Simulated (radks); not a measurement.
Spin polarisation of the 5d6 shell in Os+. Start: [Xe] 4f14 5d(up 3, down 3) 6s(up 0.5, down 0.5); electrons of 5d are moved from spin down to spin up, other shells keep equal spins. All-electron calculation, non-relativistic Kohn-Sham, BLYP, spin-polarised, spherical densities, point nucleus. Program: a radial shooting solver on a logarithmic mesh with Libxc functionals.

moment (Bohr magnetons)  E - E(0) (eV)  e(5d up) (eV)  e(5d down) (eV)  6s down minus up (eV)  5p down minus up (eV)
0                                0.000        -15.149          -15.149                  0.000                  0.000
1                               -0.147        -15.427          -14.840                  0.234                  0.579
2                               -0.585        -15.670          -14.505                  0.463                  1.153
3                               -1.310        -15.877          -14.147                  0.681                  1.718
4                               -2.312        -16.044          -13.771                  0.886                  2.272

At moment 4 the spin-polarisation energy is -2.312 eV and the 5d exchange splitting 2.273 eV, that is 0.568 eV per Bohr magneton; E = -I m^2/4 would give I = 0.578 eV.
